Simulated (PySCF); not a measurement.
## Spin-rotation constants: `CC[C@@H](C)C[C@@H]1CO1`, C7H14O

Geometry (Å), atoms numbered from 1 in this order:
```xyz
22

C    -2.1590   -0.9944    1.4420
C    -1.7693    0.3066    0.7492
C    -0.6595    0.1423   -0.2968
C    -0.5814    1.3861   -1.1801
C     0.6995   -0.1163    0.3676
C     1.7542   -0.5420   -0.6269
C     3.1817   -0.3545   -0.3580
O     2.5022    0.4384   -1.2870
H    -2.4574   -1.7407    0.7091
H    -2.9960   -0.8244    2.1155
H    -1.3357   -1.3977    2.0263
H    -1.4519    1.0375    1.4963
H    -2.6530    0.7102    0.2499
H    -0.9043   -0.7209   -0.9270
H     0.2507    1.3102   -1.8745
H    -1.4998    1.5103   -1.7495
H    -0.4353    2.2731   -0.5670
H     1.0329    0.7918    0.8737
H     0.6054   -0.9121    1.1095
H     1.4711   -1.3854   -1.2556
H     3.9056   -1.0479   -0.7711
H     3.4889    0.1494    0.5513
```

Computed with GIAO HF/pcSseg-1 magnetisability, rotational g tensor and spin-rotation constants, non-relativistic, gas phase in PySCF. Geometry: GFN2-xTB.

(1) Give the nuclear spin-rotation constants along the inertial axes (H = +C I·J) beside the isotropic shieldings.

(2) How do the rotational constants and the g tensor change when H9, H10, H11, H12, H13, H14, H15, H16, H17, H18, H19, H20, H21, H22 are replaced by deuterium?

Results:

(1) Rotational constants 3.9725, 1.0635, 0.8968 GHz. A star marks the isotopologue with that one atom substituted, in its own axes.
```
atom  isotope  Caa (kHz)  Cbb (kHz)  Ccc (kHz)  mean (kHz)  σ (ppm)
  H9       1H     -0.444     -0.122      0.017      -0.183     31.3
 H10       1H      0.019     -0.118     -0.085      -0.061     30.9
 H11       1H     -0.292     -0.025     -0.093      -0.137     31.0
 H12       1H     -0.446     -0.128      0.024      -0.183     31.3
 H13       1H     -0.241     -0.034     -0.094      -0.123     30.9
 H14       1H     -0.431     -0.126      0.021      -0.178     31.2
 H15       1H      0.006     -0.101     -0.082      -0.059     30.2
 H16       1H     -0.237     -0.059     -0.078      -0.125     31.1
 H17       1H     -0.482     -0.111      0.015      -0.193     31.5
 H18       1H     -0.446     -0.126      0.009      -0.188     31.9
 H19       1H     -0.380      0.017     -0.100      -0.154     30.3
 H20       1H     -0.398     -0.117      0.020      -0.165     29.9
 H21       1H     -0.081     -0.096     -0.067      -0.081     29.7
 H22       1H     -0.394     -0.114      0.012      -0.165     30.1
  C1     13C*      0.520      0.135      0.107       0.254    178.4
  C2     13C*      0.547      0.168      0.141       0.285    162.4
  C3     13C*      0.617      0.188      0.127       0.311    158.2
  C4     13C*      0.559      0.132      0.133       0.275    170.8
  C5     13C*      0.636      0.192      0.127       0.318    156.4
  C6     13C*      0.852      0.175      0.114       0.380    149.7
  C7     13C*      0.784      0.166      0.107       0.352    156.5
  O8     17O*      0.075     -0.183      0.042      -0.022    352.8
```
For the geometry as given, no vibrational averaging.

(2) Constants 2.9855, 0.9079, 0.7645 GHz; g -0.0013, 0.0006, -0.0001, against -0.0015, 0.0008, 0.0000 before.
